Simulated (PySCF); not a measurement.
Species: CF3C(O)CH3, C3H3F3O.
Structure used (GFN2-xTB), in Å, numbered top down from 1:
```xyz
10
C3H3F3O angstrom
C      1.231    0.207   -0.379
C      0.170    0.204    0.666
O      0.278    0.511    1.814
C     -1.211   -0.268    0.102
F     -1.122   -1.510   -0.401
F     -2.171   -0.273    1.020
F     -1.613    0.526   -0.904
H      2.173    0.542    0.044
H      1.340   -0.797   -0.788
H      0.934    0.862   -1.197
```

The calculation used TDDFT CAM-B3LYP/def2-SVPD, vertical, gas phase, core orbitals frozen in the response in PySCF.

Ground-to-excited transition dipoles (e·a0, same axes as the geometry; the sign carries no meaning), for the states with f of 0.002 or more among the lowest 8:

```json
{"state": "S2", "E (hartree)": "0.2978", "μx": "-0.269", "μy": "-0.043", "μz": "0.090"}
{"state": "S4", "E (hartree)": "0.3284", "μx": "-0.060", "μy": "0.173", "μz": "0.767"}
{"state": "S5", "E (hartree)": "0.3426", "μx": "0.328", "μy": "-0.077", "μz": "-0.637"}
{"state": "S7", "E (hartree)": "0.3512", "μx": "-0.466", "μy": "-0.179", "μz": "-0.271"}
{"state": "S8", "E (hartree)": "0.3532", "μx": "-0.027", "μy": "0.114", "μz": "-0.029"}
```

Task: What oscillator strength does each state have?

Result: f = (2/3) ΔE |μ|² with ΔE in hartree (27.2114 eV).

```
state  |μ|² (au)  |μ| (D)      f
   S2      0.083     0.73  0.016
   S4      0.622     2.00  0.136
   S5      0.519     1.83  0.118
   S7      0.323     1.44  0.076
   S8      0.015     0.31  0.003
```

Task: The point group is Cs. Which irreducible representation does each state belong to?

Result: The ground state is totally symmetric, so the direction of μ fixes the label. Polarised normal to the mirror plane, so A″: S8. Polarised in the mirror plane, so A′: S2, S4, S5 and S7.

Task: Which bond between heavy atoms lies closest to the direction of the S4 transition dipole?

Result: C2–O3, at 10° from it; next C1–C2 and C4–F6 at 43°.

Task: What angle do the transition dipoles of S4 and S5 make?

Result: |cos θ| = |μa·μb| / (|μa| |μb|) = 0.92, so θ ≈ 23° (taken between 0 and 90°, since the signs are arbitrary).

Task: What peak molar absorption coefficient would the strongest computed level give as a lone Gaussian band 0.5 eV wide at half height?

Result: ε(max) = 2.175×10⁸ f / FWHM, with the width in cm⁻¹. S4: 2.175×10⁸ × 0.1361 / 4033 ≈ 7300 L mol⁻¹ cm⁻¹.

The run took 23 s of wall time on one thread, x86-64 server, shared host.
